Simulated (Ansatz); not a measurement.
Coupled-cluster run, CH$_{3}$BClFO (`OC(F)BCl`).

```yaml
crystal:
  periodic: [false, false, false]
  atoms:
    - {symbol: O, position_ang: [-0.045544, 0.346895, 1.395699]}
    - {symbol: C, position_ang: [0.458898, 0.058770, 0.147328]}
    - {symbol: F, position_ang: [1.315070, -1.045417, 0.209214]}
    - {symbol: B, position_ang: [-0.767165, -0.356727, -0.774672]}
    - {symbol: Cl, position_ang: [-1.105675, 0.541101, -2.217197]}
    - {symbol: H, position_ang: [0.620530, 0.802361, 1.920178]}
    - {symbol: H, position_ang: [1.073178, 0.877479, -0.246575]}
    - {symbol: H, position_ang: [-1.457192, -1.281562, -0.489875]}
basis:
  gaussian: {orbitals: def2-TZVPP}
correlation: {method: ccsd_t}
output: {orbitals: {seedname: orbitals}}
```

```sh
$ ansatz run in.yaml --threads 4 --pin off --events-out ev --progress --plain
```

Log, shortened:

```
Functional definition: HF
1289 factors; integrals over basis functions are off by at most 1.2e-3 eV
mean field evaluation 1: about -18997.1801 eV, gradient 3.5e1 eV
mean field evaluation 2: about -18997.4031 eV, gradient 3.5e1 eV
mean field evaluation 4: about -19000.0065 eV, gradient 3.6e0 eV
mean field evaluation 8: about -19000.0561 eV, gradient 2.0e-1 eV
mean field -19000.05638781 eV, -698.2391935513 hartree, gradient 1.4e-6 eV, S^2 0.000000; 0 other end points of the search recorded, 0 dependent functions left out
9 core orbitals not correlated: weight in the atoms' cores, before any rotation towards them, 1.000 or more for the frozen orbitals, at most 0.000 for the correlated occupied ones
reference -19000.05638781 eV, -698.2391935513 hartree; 15, 15 occupied and 184, 184 virtual orbitals, 1289 factors
second order -25.49115561 eV of doubles, -0.00000000 eV of singles
cycle   1  -25.74673568 eV  change   -2.6e-1 eV  update   1.0e-1
cycle   2  -26.30253385 eV  change   -5.6e-1 eV  update   3.0e-2
cycle   3  -26.43560335 eV  change   -1.3e-1 eV  update   1.7e-2
cycle   4  -26.42199840 eV  change    1.4e-2 eV  update   4.9e-3
cycle   5  -26.41787688 eV  change    4.1e-3 eV  update   2.7e-3
cycle   6  -26.41967038 eV  change   -1.8e-3 eV  update   9.4e-4
cycle   7  -26.41940427 eV  change    2.7e-4 eV  update   3.3e-4
cycle   8  -26.41921635 eV  change    1.9e-4 eV  update   1.1e-4
cycle   9  -26.41925667 eV  change   -4.0e-5 eV  update   5.0e-5
cycle  10  -26.41927046 eV  change   -1.4e-5 eV  update   2.3e-5
perturbative correction -0.98613325 eV, -0.0362397284 hartree
Total energy: -19027.46179151 eV, -699.2463235613 hartree
```

Hardware: 4 threads of a server CPU on a shared host. Wall time 87 s, peak host memory 3 GiB.

Correlation energy per correlated electron: -0.914 eV. T1 diagnostic: 0.0129.
